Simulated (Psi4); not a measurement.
Ru (SMILES [Ru]), quintet (core potentials on Ru).

Psi4 was given this input:
```
memory 2 GB

molecule mol {
0 5
  Ru    0.000000    0.000000    0.000000
}

set basis def2-svp
set reference uhf

energy('scf')
print_variables()
```

Question: What does this run give for the <S^2>, number of basis functions, dipole moment, total energy?

Answer: 
* **<S^2>**: 6.003
* **number of basis functions**: 31
* **dipole moment**: 0.00 D
* **total energy**: -94.0550 Eh

These values belong to the state on which the SCF converged, which isn't shown to be the lowest.
